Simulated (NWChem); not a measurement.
Molecule: C$_{2}$HCl$_{2}$FSi; SMILES Cl[Si](Cl)(F)C#C

Give the equilibrium geometry at PBE0/def2-SVP (NWChem) as an XYZ file, with the point group.

point group Cs; any orientation.
```
7

C     -0.4599    -2.9448     0.0000
C     -0.1690    -1.7646     0.0000
Si     0.2548    -0.0087     0.0000
F      1.8535     0.1554     0.0000
Cl    -0.4669     0.9055    -1.6680
Cl    -0.4669     0.9055     1.6680
H     -0.7170    -3.9903     0.0000
```
